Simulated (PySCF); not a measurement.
## Radial density of Mn⁺ (manganese, charge +1)

UHF, [Ar] 3d5 4s1, high-spin 7S determinant. Calculation: PySCF 2.14, in aug-cc-pwCVTZ-DK with one added diffuse shell each of s, p, d, f, g type (11s10p8d5f4g, 152 functions); scalar relativity by spin-free X2C-1e.

```
r (bohr)  4πr²ρ (e/bohr)  4πr²(ρα − ρβ)
 0.00108          0.2153         0.0001
 0.00182          0.5449         0.0002
 0.00306           1.350         0.0005
 0.00515           3.227         0.0012
 0.00867           7.256         0.0026
  0.0146           14.63         0.0049
  0.0245           24.46         0.0069
  0.0413           30.10         0.0035
  0.0694           25.40        -0.0075
   0.117           24.82         0.0170
   0.196           33.26         0.2775
   0.330           18.69         1.3836
   0.555           12.69         3.6573
   0.934           12.86         4.0194
    1.57           3.349         1.8962
    2.64          0.6863         0.6610
    4.45          0.1070         0.1069
    7.48        0.001615         0.0016
```

Densities and radii are taken from the X2C orbitals without a picture-change correction, which distorts them close to the nucleus.

(1) Where is the radial spin density 4πr²(ρα − ρβ) most negative, and why is it negative at all?

Answers

(1) Around r = 0.0694 bohr, down to -0.0075 e/bohr: exchange with the open shell polarises the paired shells in an unrestricted calculation.
